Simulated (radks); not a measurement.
Effect of the nuclear size on the tin ion Sn+, [Kr] 4d10 5s2 5p1. All-electron calculation, Dirac Kohn-Sham, relativistic LDA (MacDonald-Vosko exchange, VWN5 correlation), spin-unpolarised, spherical densities, finite nucleus; open shells fill j = l - 1/2 first; Fermi nuclear charge, rms radius 4.6519 fm. Program: a radial shooting solver on a logarithmic mesh with Libxc functionals. The rms radius is varied about that value; shifts are against it.

\begin{tabular}{lrrrrrrrr}
rms radius (fm) & total energy shift (eV) & density at nucleus (e/bohr^3) & 1s1/2 shift (meV) & 2s1/2 shift (meV) & 4s1/2 shift (meV) & 4p1/2 shift (meV) & 5s1/2 shift (meV) & 5p1/2 shift (meV) \\ \hline
3.8471 & -1.29 & 1.945e+05 & -540 & -61.8 & -2.31 & 0.215 & -0.212 & 0.055 \\
4.4379 & -0.364 & 1.903e+05 & -152 & -17.4 & -0.651 & 0.061 & -0.060 & 0.015 \\
4.6519 & 0 & 1.89e+05 & 0.000 & 0.000 & 0.000 & 0.000 & 0.000 & 0.000 \\
5.1031 & 0.815 & 1.863e+05 & 340 & 39.0 & 1.46 & -0.136 & 0.133 & -0.035 \\
5.4195 & 1.43 & 1.846e+05 & 595 & 68.1 & 2.55 & -0.237 & 0.233 & -0.060 \\
\end{tabular}

Slopes of the eigenvalues against <r^2> in GHz/fm^2, as finite differences over the two radii next to the reference (eigenvalue slopes, not the field-shift constants of lines): 1s1/2 18800, 2s1/2 2150, 4s1/2 80.3, 4p1/2 -7.48, 5s1/2 7.35, 5p1/2 -1.91.
